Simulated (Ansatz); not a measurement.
Two isomers of C4H4F6O: A = `FCC(F)(F)COC(F)(F)F`, B = `FCC(F)(F)OC(F)(F)CF`.

Computed with Ansatz on PBE0-D4/def2-TZVP structures; ΔE is electronic, products minus reactants. CCSD(T)/CBS adds triple-zeta CCSD(T) − MP2 to the extrapolated MP2 energy (def2 sets, frozen cores). DFT in def2-TZVPP. Each species was taken in one conformer, which may not be the lowest.

Problem. Which isomer does CCSD(T)/CBS put lower? Give the gap. (An estimate is asked.)

Solution. Ansatz gave: A, by 31.7 kJ/mol.

Problem. Give E(B) − E(A) in kJ/mol with HF/def2-TZVPP, CCSD(T)/def2-SVP, PBE-D4, BLYP-D4, r2SCAN-D4, B2PLYP, MP2/def2-TZVPP. (An estimate is asked.)

Solution. Computed: HF/def2-TZVPP 33.3, CCSD(T)/def2-SVP 38.8, PBE-D4 30.2, BLYP-D4 26.0, r2SCAN-D4 31.5, B2PLYP 31.5, MP2/def2-TZVPP 35.6. None reverses the order clearly.

Problem. Does the order hold for the free energy at 298.15 K (harmonic terms from PBE0-D4)? (An estimate is asked.)

Solution. The calculation gave: Yes: G(B) − G(A) = +35.0 kJ/mol, for one conformer each. Modes under 60 cm⁻¹, often nearly free rotors, make the harmonic entropy too high.

Largest T1 diagnostic: 0.012.

Leaving LDA and LC-ωPBE aside and taking each functional with its dispersion term where it has one, the values, not all of them listed here, spread over 9.8 kJ/mol, from BLYP-D4 to PBE-QIDH. LDA lies +4.0 kJ/mol from PBE without D4. From BLYP to BHLYP (50 % exact exchange), in def2-TZVPP and without D4, E(B) − E(A) moves by +4.9 kJ/mol.
